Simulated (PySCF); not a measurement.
Cd(H)(OMe) (CH4CdO), SMILES C[O][CdH]. Atoms are numbered in the order given.

```xyz
7

Cd    -0.0212    -0.6266     0.0000
H     -0.3939    -2.2243     0.0000
O      0.5699     1.2516     0.0000
C     -0.2730     2.3636     0.0000
H     -0.9237     2.4157     0.8863
H      0.3403     3.2737     0.0000
H     -0.9237     2.4157    -0.8863
```
Charge 0, spin multiplicity 1.

Geometry: PBE0-D3(BJ)/def2-TZVP. The def2 effective core potentials stand for the cores of Cd; spin–orbit coupling is left out.

The numbers are results of PBE0/def2-TZVPD run with PySCF, not measurements.

Mulliken values depend strongly on the basis, most of all with diffuse functions as here. ESP charges are fitted to the potential on shells at 1.4 to 2.0 van der Waals radii. Atomic charges (e):

```json
[
 {"atom": "Cd1", "ESP fit": "0.69", "Mulliken": "0.50"},
 {"atom": "H2", "ESP fit": "-0.26", "Mulliken": "-0.06"},
 {"atom": "O3", "ESP fit": "-0.50", "Mulliken": "-0.63"},
 {"atom": "C4", "ESP fit": "-0.11", "Mulliken": "-0.27"},
 {"atom": "H5", "ESP fit": "0.05", "Mulliken": "0.15"},
 {"atom": "H6", "ESP fit": "0.08", "Mulliken": "0.16"},
 {"atom": "H7", "ESP fit": "0.05", "Mulliken": "0.15"}
]
```
